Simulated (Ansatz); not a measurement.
Input file for Ansatz (a program for electronic structure): U-PBE0/def2-TZVPP on MgSi-, 2S+1 = 2, a spin state set in the input, which need not be the lowest. Charge -1.

Ansatz 0.2 input:
```yaml
crystal:
  periodic: [false, false, false]
  atoms:
    - {symbol: Mg, position_ang: [0.00000000, 0.00000000, 0.00000000]}
    - {symbol: Si, position_ang: [0.00000000, 0.00000000, 2.39400000]}
basis:
  gaussian:
    orbitals: def2-TZVPP
hamiltonian:
  xc: {name: PBE0}
total_charge: -1
magnetization: {spin_polarized: true, initial_magnetization: 1}
relax: {f_tol: 0.002, max_steps: 120}
```

Q: Predict the final total energy.

A: -489.2905 hartree. Its determinant has ⟨S²⟩ = 1.79, a mixture of spin states.

Q: How many basis functions does it have, and what does it roughly cost on one machine?

A: 74 functions; roughly 19 core-seconds.
